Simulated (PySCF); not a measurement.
# Frontier levels across methods

4-pyridine carbaldehyde, C6H5NO.
Geometry (PBE0-D3(BJ)/def2-SVP, Å), atoms numbered from 1 in this order:
```xyz
13
C6H5NO angstrom
O      2.8435    0.9392    0.0689
C      2.1632   -0.0464   -0.0445
C      0.6777   -0.0353   -0.0414
C     -0.0468   -1.2221   -0.1512
C     -1.4401   -1.1514   -0.1357
N     -2.1096   -0.0085   -0.0246
C     -1.4122    1.1231    0.0778
C     -0.0215    1.1684    0.0762
H      2.6224   -1.0615   -0.1592
H      0.4641   -2.1846   -0.2446
H     -2.0408   -2.0646   -0.2165
H     -1.9948    2.0471    0.1664
H      0.5302    2.1070    0.1624
```

Basis pcSseg-1 throughout (PySCF), one geometry. The structure is a single PBE0-D3(BJ)/def2-SVP conformer in the gas phase; no vibrational or solvent corrections.

**Question.** How do the orbital energies, the gap and the dipole change with the method?

**Answer.** 
| method | kind | HOMO (eV) | LUMO (eV) | gap (eV) | μ (D) | SCF cycles |
| --- | --- | --- | --- | --- | --- | --- |
| OPBE | GGA | -6.15 | -3.26 | 2.88 | 1.58 | 17 |
| PBE | GGA | -6.19 | -3.34 | 2.85 | 1.60 | 17 |
| B97-D | GGA | -6.23 | -3.25 | 2.98 | 1.65 | 17 |
| BP86 | GGA | -6.32 | -3.45 | 2.88 | 1.63 | 17 |
| KT2 | GGA | -6.42 | -3.29 | 3.12 | 1.62 | 17 |
| PBE0 | global hybrid | -7.80 | -2.44 | 5.36 | 1.76 | 14 |
| mPW1PW91 | global hybrid | -7.84 | -2.46 | 5.38 | 1.77 | 14 |
| wB97X-D | range-separated hybrid | -9.74 | -0.71 | 9.03 | 1.81 | 14 |
| HF | Hartree–Fock | -9.95 | 1.29 | 11.24 | 2.12 | 12 |

The HOMO spans 3.81 eV, from OPBE down to HF, and the gap runs from 2.85 eV (PBE) to 11.24 eV (HF). Over the methods OPBE (0 %), PBE (0 %), B97-D (0 %), BP86 (0 %), KT2 (0 %), PBE0 (25 %), mPW1PW91 (25 %), HF (100 %), a straight line through the gap against the share of exact exchange rises by 0.84 eV for each 10 % (correlation coefficient 0.998). The dipole ranges from 1.58 D (OPBE) to 2.12 D (HF). This basis has no diffuse functions.

The vertical ΔSCF ionisation energy at PBE0/def2-SVPD is 9.73 eV; −ε(HOMO) comes closest to it with wB97X-D (9.74 eV).
